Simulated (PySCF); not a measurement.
Molfile (atoms numbered from 1):
```
C3H8FNSi
     RDKit          3D

 14 13  0  0  0  0  0  0  0  0999 V2000
    2.3699   -0.5546   -0.3843 C   0  0  0  0  0  0  0  0  0  0  0  0
    1.5596   -0.6902    0.5733 N   0  0  0  0  0  0  0  0  0  0  0  0
    0.5265    0.5789    1.1871 Si  0  0  2  0  0  4  0  0  0  0  0  0
    0.9167    0.7795    2.7522 F   0  0  0  0  0  0  0  0  0  0  0  0
   -1.2463    0.0325    1.0550 C   0  0  0  0  0  0  0  0  0  0  0  0
   -1.7133   -0.1866   -0.3825 C   0  0  0  0  0  0  0  0  0  0  0  0
    2.5375    0.3948   -0.9404 H   0  0  0  0  0  0  0  0  0  0  0  0
    2.9803   -1.4096   -0.7319 H   0  0  0  0  0  0  0  0  0  0  0  0
    0.7877    1.8846    0.5018 H   0  0  0  0  0  0  0  0  0  0  0  0
   -1.3456   -0.8945    1.6453 H   0  0  0  0  0  0  0  0  0  0  0  0
   -1.8716    0.7875    1.5628 H   0  0  0  0  0  0  0  0  0  0  0  0
   -1.1164   -0.9653   -0.8829 H   0  0  0  0  0  0  0  0  0  0  0  0
   -1.6273    0.7322   -0.9850 H   0  0  0  0  0  0  0  0  0  0  0  0
   -2.7664   -0.5040   -0.4231 H   0  0  0  0  0  0  0  0  0  0  0  0
  1  2  2  0
  2  3  1  0
  3  4  1  0
  3  5  1  0
  5  6  1  0
  1  7  1  0
  1  8  1  0
  3  9  1  6
  5 10  1  0
  5 11  1  0
  6 12  1  0
  6 13  1  0
  6 14  1  0
M  END
```

Geometry: PBE0-D3(BJ)/def2-SVP; GIAO absolute shieldings from PySCF 2.14, gas phase, non-relativistic, averaged over equivalent atoms.

At HF/pcSseg-1 (149 basis functions, 7.3 s wall time on 1 thread of an Arm Neoverse V1, shared host):
```csv
atoms,σ (ppm)
C1,16.7
C6,184.9
C5,186.0
N2,-158.9
Si3,392.0
F4,381.5
H8,23.37
H7,23.62
H9,27.33
H10,30.75
H12/H13/H14,30.89
H11,31.18
```

Question: What do these become at KT3/pcSseg-1?

Answer: 
| atoms | σ at KT3/pcSseg-1 | change |
| --- | --- | --- |
| C1 | 20.5 | +3.8 |
| C6 | 175.0 | -9.9 |
| C5 | 172.4 | -13.6 |
| N2 | -125.0 | +33.9 |
| Si3 | 357.5 | -34.5 |
| F4 | 344.6 | -36.9 |
| H8 | 22.96 | -0.41 |
| H7 | 22.88 | -0.74 |
| H9 | 26.56 | -0.77 |
| H10 | 30.18 | -0.57 |
| H12/H13/H14 | 30.53 | -0.36 |
| H11 | 30.54 | -0.64 |

The largest change is at F4 (fluorine bonded to Si). Cost: 149 basis functions, 22 s wall time on 1 thread of an Arm Neoverse V1, shared host. The order of the carbon signals changes between the two levels.
